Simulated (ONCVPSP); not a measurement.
**Pseudopotential generation for bromine (Br): ONCV, LDA (Perdew-Zunger), scalar-relativistic.**

- Element: bromine
- Generator: ONCVPSP 4.0.1
- Type: optimised norm-conserving Vanderbilt (ONCV)
- Functional: LDA (Perdew-Zunger)
- Relativity: scalar-relativistic
- Frozen core: [Ar] 3d10
- Valence charge: 7
- Reference configuration: 4s2 4p3 (charge +2)
- Partial waves: 4s: rc 1.35 bohr, ncon 4, nbas 7, qcut 4.4 1/bohr, 2 projectors, debl 3.8 Ha; 4p: rc 1.75 bohr, ncon 4, nbas 8, qcut 5.5 1/bohr, 3 projectors, debl 3.6 Ha; d scattering state at 0.4 Ha: rc 1.35 bohr, ncon 4, nbas 7, qcut 7 1/bohr, 1 projector
- Local potential: polynomial inside 1.15 bohr (lpopt 5, dvloc0 -1 Ha)
- Core correction: polynomial model core, fcfact 0.6

Poles of the logarithmic derivatives, all-electron (AE) and pseudo (PS). s: poles at 3.1 (AE) and 2.8, 3.1 (PS) Ha. p: poles at 0.9 (AE) and 0.9 (PS) Ha. d: poles at no energy (AE) and 3.5 (PS) Ha. Test radii: s 1.37, p 1.78, d 1.37 bohr.

- Cutoffs needed: 24 Ha and 53 Ha (the cutoffs (Ha) at which the residual kinetic energy of the hardest occupied pseudo-wave falls to 1 and 0.1 mHa per electron)
- Ghost test: no bound ghost flagged; GHOST(+) flagged for s at 75.6 eV
- Largest excitation error: -54 meV (all-electron minus pseudo) for 4s2 4p1, out of 4 test configurations
- rms error of d²Exc/dni dnj: 8.61 mHa without and 0.52 mHa with the model core
